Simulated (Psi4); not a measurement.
C6H11FO (SMILES C/C(=C/F)[C@H](C)CO), singlet, geometry from GFN2-xTB, with bond 4-3 at 1.6 times its length; HF/STO-3G (Psi4).

Here is a job for Psi4.
```
memory 2 GB

molecule mol {
0 1
C    -1.027461   -0.803713    1.464345
C    -0.743737    0.016398    0.245980
C    -1.591292    0.961721   -0.126468
F    -1.269748    2.200702   -1.867766
C     0.506916   -0.266177   -0.551639
C     0.291489   -1.468102   -1.475133
C     1.722699   -0.503695    0.349362
O     1.876928    0.598945    1.216765
H    -0.311585   -0.556095    2.245958
H    -2.028447   -0.605392    1.837451
H    -0.938904   -1.865224    1.241341
H    -2.512252    1.217745    0.375544
H     0.718077    0.614637   -1.164726
H     0.087729   -2.367931   -0.898809
H     1.177052   -1.641701   -2.081941
H    -0.550361   -1.281617   -2.136516
H     2.611042   -0.621839   -0.287612
H     1.592733   -1.431936    0.924895
H     2.700757    0.504441    1.704619
}

set {
  basis sto-3g
  reference rhf
  guess modhuckel
}

energy('scf')
print_variables()
```

Output, abridged:

```
   => Loading Basis Set <=

    Name: STO-3G
    Role: ORBITAL
    Keyword: BASIS

         ---------------------------------------------------------
                                   SCF
               by Justin Turney, Rob Parrish, Andy Simmonett
                          and Daniel G. A. Smith
                              RHF Reference
         ---------------------------------------------------------

  ==> Geometry <==

    Molecular point group: c1
    Full point group: C1

    Geometry (in Angstrom), charge = 0, multiplicity = 1:

       Center              X                  Y                   Z               Mass
    ------------   -----------------  -----------------  -----------------  -----------------
         C           -1.013633430424    -0.960635355682     1.594521630597    12.000000000000
         C           -0.729909430424    -0.140524355682     0.376156630597    12.000000000000
         C           -1.577464430424     0.804798644318     0.003708630597    12.000000000000
         F           -1.255920430424     2.043779644318    -1.737589369403    18.998403162730
         C            0.520743569576    -0.423099355682    -0.421462369403    12.000000000000
         C            0.305316569576    -1.625024355682    -1.344956369403    12.000000000000
         C            1.736526569576    -0.660617355682     0.479538630597    12.000000000000
         O            1.890755569576     0.442022644318     1.346941630597    15.994914619570
         H           -0.297757430424    -0.713017355682     2.376134630597     1.007825032230
         H           -2.014619430424    -0.762314355682     1.967627630597     1.007825032230
         H           -0.925076430424    -2.022146355682     1.371517630597     1.007825032230
         H           -2.498424430424     1.060822644318     0.505720630597     1.007825032230
         H            0.731904569576     0.457714644318    -1.034549369403     1.007825032230
         H            0.101556569576    -2.524853355682    -0.768632369403     1.007825032230
         H            1.190879569576    -1.798623355682    -1.951764369403     1.007825032230
         H           -0.536533430424    -1.438539355682    -2.006339369403     1.007825032230
         H            2.624869569576    -0.778761355682    -0.157435369403     1.007825032230
         H            1.606560569576    -1.588858355682     1.055071630597     1.007825032230
         H            2.714584569576     0.347518644318     1.834795630597     1.007825032230

  Running in c1 symmetry.

  Rotational constants: A =      0.06997  B =      0.04088  C =      0.03947 [cm^-1]
  Rotational constants: A =   2097.75484  B =   1225.67395  C =   1183.35801 [MHz]
  Nuclear repulsion =  380.403680509517130

  Charge       = 0
  Multiplicity = 1
  Electrons    = 64
  Nalpha       = 32
  Nbeta        = 32

  ==> Algorithm <==

  SCF Algorithm Type is DF.
  DIIS enabled.
  MOM disabled.
  Fractional occupation disabled.
  Guess Type is MODHUCKEL.
  Energy threshold   = 1.00e-06
  Density threshold  = 1.00e-06
  Integral threshold = 1.00e-12

  ==> Primary Basis <==

  Basis Set: STO-3G
    Blend: STO-3G
    Number of shells: 35
    Number of basis functions: 51
    Number of Cartesian functions: 51
    Spherical Harmonics?: true
    Max angular momentum: 1

   => Loading Basis Set <=

    Name: (STO-3G AUX)
    Role: JKFIT
    Keyword: DF_BASIS_SCF

  ==> Integral Setup <==

  SCF_SUBTYPE=INCORE selected. In-core MEM_DF algorithm will be used.
  Using in-core AOs.

  ==> MemDFJK: Density-Fitted J/K Matrices <==

    J tasked:                   Yes
    K tasked:                   Yes
    wK tasked:                   No
    Algorithm:                 Core
    Schwarz Cutoff:           1E-12
    Mask sparsity (%):       2.9220
    Fitting Condition:        1E-10

   => Auxiliary Basis Set <=

  Basis Set: (STO-3G AUX)
    Blend: DEF2-UNIVERSAL-JKFIT
    Number of shells: 266
    Number of basis functions: 802
    Number of Cartesian functions: 940
    Spherical Harmonics?: true
    Max angular momentum: 4

  Minimum eigenvalue in the overlap matrix is 1.8369096225E-01.
  Reciprocal condition number of the overlap matrix is 7.0981248776E-02.
    Using symmetric orthogonalization.

  ==> Pre-Iterations <==

  SCF Guess: Huckel guess via on-the-fly atomic UHF (doi:10.1021/acs.jctc.8b01089) with the updated GWH rule from doi:10.1021/ja00480a005.

   -------------------------------------------------------
    Irrep   Nso     Nmo     Nalpha   Nbeta   Ndocc  Nsocc
   -------------------------------------------------------
     A         51      51      32      32      32       0
   -------------------------------------------------------
    Total      51      51      32      32      32       0
   -------------------------------------------------------

  ==> Iterations <==

                           Total Energy        Delta E     RMS |[F,P]|

   @DF-RHF iter   1:  -377.00368594942222   -3.77004e+02   5.39314e-02 DIIS/ADIIS
   @DF-RHF iter   2:  -365.72070853355143    1.12830e+01   8.49074e-02 DIIS/ADIIS
   @DF-RHF iter   3:  -379.46493920935387   -1.37442e+01   6.16006e-02 DIIS/ADIIS
   @DF-RHF iter   4:  -398.95454154070620   -1.94896e+01   3.16314e-02 DIIS/ADIIS
   @DF-RHF iter   5:  -401.93330719762054   -2.97877e+00   1.51140e-02 DIIS/ADIIS
   @DF-RHF iter   6:  -402.32337707171286   -3.90070e-01   6.75372e-03 DIIS/ADIIS
   @DF-RHF iter   7:  -402.43502971841735   -1.11653e-01   1.80132e-03 DIIS/ADIIS
   @DF-RHF iter   8:  -402.44098625962539   -5.95654e-03   6.55912e-04 DIIS/ADIIS
   @DF-RHF iter   9:  -402.44199766453625   -1.01140e-03   1.81699e-04 DIIS/ADIIS
   @DF-RHF iter  10:  -402.44211558266937   -1.17918e-04   5.81529e-05 DIIS
   @DF-RHF iter  11:  -402.44213364539701   -1.80627e-05   1.78663e-05 DIIS
   @DF-RHF iter  12:  -402.44213568862591   -2.04323e-06   1.08720e-05 DIIS
   @DF-RHF iter  13:  -402.44213690747904   -1.21885e-06   6.32995e-06 DIIS
   @DF-RHF iter  14:  -402.44213762126657   -7.13788e-07   3.31322e-06 DIIS
   @DF-RHF iter  15:  -402.44213776909970   -1.47833e-07   8.14459e-07 DIIS
  Energy and wave function converged.

  ==> Post-Iterations <==

    Orbital Energies [Eh]
    ---------------------

    Doubly Occupied:

       1A    -25.850142     2A    -20.253002     3A    -11.095468
       4A    -11.063449     5A    -11.056413     6A    -11.046860
       7A    -11.044016     8A    -11.026694     9A     -1.343466
      10A     -1.292229    11A     -1.072497    12A     -0.984295
      13A     -0.886740    14A     -0.878857    15A     -0.782954
      16A     -0.673270    17A     -0.622461    18A     -0.611443
      19A     -0.571941    20A     -0.564202    21A     -0.540040
      22A     -0.531947    23A     -0.525023    24A     -0.469957
      25A     -0.459652    26A     -0.442473    27A     -0.411656
      28A     -0.408835    29A     -0.399902    30A     -0.355126
      31A     -0.306485    32A     -0.280023

    Virtual:

      33A      0.176933    34A      0.312324    35A      0.551827
      36A      0.582580    37A      0.620338    38A      0.648722
      39A      0.673968    40A      0.684251    41A      0.699240
      42A      0.707979    43A      0.712914    44A      0.722104
      45A      0.743264    46A      0.757534    47A      0.777208
      48A      0.792239    49A      0.805520    50A      0.905660
      51A      1.056981

    Final Occupation by Irrep:
              A
    DOCC [    32 ]
    NA   [    32 ]
    NB   [    32 ]

  @DF-RHF Final Energy:  -402.44213776909970

   => Energetics <=

    Nuclear Repulsion Energy =            380.4036805095171303
    One-Electron Energy =               -1309.9885680192080599
    Two-Electron Energy =                 527.1427497405912845
    Total Energy =                       -402.4421377690996451

Computation Completed

Properties will be evaluated at   0.000000,   0.000000,   0.000000 [a0]

Properties computed using the SCF density matrix

 Multipole Moments:

 ------------------------------------------------------------------------------------
     Multipole            Electronic (a.u.)      Nuclear  (a.u.)        Total (a.u.)
 ------------------------------------------------------------------------------------

 L = 1.  Multiply by 2.5417464519 to convert [e a0] to [Debye]
 Dipole X            :         -3.2803482            3.7231034            0.4427551
 Dipole Y            :         10.1013419          -11.0765782           -0.9752363
 Dipole Z            :         -4.0696615            4.6381747            0.5685133
 Magnitude           :                                                    1.2125697

 ------------------------------------------------------------------------------------

  Variable Map:
  ----------------------------------------------------------------------------
  "CURRENT ENERGY"           =>    -402.442137769100
  "CURRENT REFERENCE ENERGY" =>    -402.442137769100
  "DD SOLVATION ENERGY"      =>       0.000000000000
  "HF KINETIC ENERGY"        =>     399.311487791544
  "HF POTENTIAL ENERGY"      =>    -801.753625560644
  "HF TOTAL ENERGY"          =>    -402.442137769100
  "HF VIRIAL RATIO"          =>       2.007840119990
  "NUCLEAR REPULSION ENERGY" =>     380.403680509517
  "ONE-ELECTRON ENERGY"      =>   -1309.988568019208
  "PCM POLARIZATION ENERGY"  =>       0.000000000000
  "PE ENERGY"                =>       0.000000000000
  "SCF ITERATION ENERGY"     =>    -402.442137769100
  "SCF ITERATIONS"           =>      15.000000000000
  "SCF TOTAL ENERGY"         =>    -402.442137769100
  "TWO-ELECTRON ENERGY"      =>     527.142749740591

  Array Variable Map:
  ----------------------------------------------------------------------------
  "CURRENT DIPOLE"           =>       0.442755128455 ... 0.568513262557 1 by 3
  "SCF DIPOLE"               =>       0.442755128455 ... 0.568513262557 1 by 3
  "SCF TOTAL ENERGIES"       =>    -377.003685949422 ... -402.442137769100 1 by 15
```
